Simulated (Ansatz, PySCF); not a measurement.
C$_{2}$H$_{7}$BFN (SMILES CN(C)BF), singlet, at a GFN2-xTB geometry, with bond 12-6 at 2.4 times its length. Base run: CASSCF(2,4)/6-31G (PySCF).

PySCF was given this input:
```python
from pyscf import gto, scf, mcscf
import numpy

mol = gto.Mole()
mol.atom = '''
    B     0.352892   -0.921093    0.534487
    H     0.286755   -1.333634    1.628017
    F     0.990461   -1.664526   -0.378025
    N    -0.192161    0.288300    0.144001
    C    -0.112108    0.801244   -1.207364
    C    -0.901473    1.176191    1.035162
    H    -1.115249    0.946863   -1.619029
    H     0.409153    1.763075   -1.218912
    H     0.429228    0.096475   -1.832114
    H    -0.402423    2.148998    1.081781
    H    -1.925251    1.333629    0.682077
    H    -0.980034    0.148744    3.430395
'''
mol.basis = '6-31g'
mol.charge = 0
mol.spin = 0
mol.verbose = 4
mol.build()

mf = scf.RHF(mol)
mf.kernel()
mc = mcscf.CASSCF(mf, 4, 2)
mc.fix_spin_(ss=0.0)
mc.kernel()
occ = numpy.linalg.eigvalsh(mc.fcisolver.make_rdm1(mc.ci, mc.ncas, mc.nelecas))[::-1]
ss = mc.fcisolver.spin_square(mc.ci, mc.ncas, mc.nelecas)[0]
print('natural occupations', occ.round(4), ' <S^2>', round(ss, 4))
```

Programs used: Ansatz (an electronic-structure program), PySCF; a row that names a program was run with it.

The base run was repeated with changes; each row names its change, and settings that it needs were set with it.

```tsv
change	ΔE vs base (mEh)	natural occupations	<S^2> of the state
base	0.000	1.46 0.54 0.00 0.00	0.00
fix_spin_ = off	0.000	1.46 0.54 0.00 0.00	0.00
active space = 6 electrons, 8 orbitals	-46.393	1.98 1.97 1.46 0.54 0.03 0.02 0.00 0.00	0.00
active space = 6 electrons, 5 orbitals	-14.328	2.00 1.98 1.46 0.54 0.02	0.00
active space = 8 electrons, 8 orbitals	-74.224	1.98 1.98 1.97 1.46 0.54 0.03 0.02 0.02	0.00
orbitals = fixed (CASCI)	19.428	1.53 0.47 0.00 0.00	0.00
code = ansatz; correction = SC-NEVPT2, all electrons	-449.3	-	-
active space = 8 electrons, 6 orbitals	-14.632	2.00 2.00 1.98 1.46 0.54 0.02	0.00
correction = SC-NEVPT2	-449.3	1.46 0.54 0.00 0.00	0.00
start = MP2 natural orbitals	0.023	1.46 0.54 0.00 0.00	0.00
code = ansatz	0.017	-	-
```

Active orbitals are taken around the Fermi level unless the row says otherwise; CASSCF can end in different local minima, and two programs can end on different orbitals. State-averaged rows give the lowest state.

Ansatz warned in this series: the state or the total is in doubt.
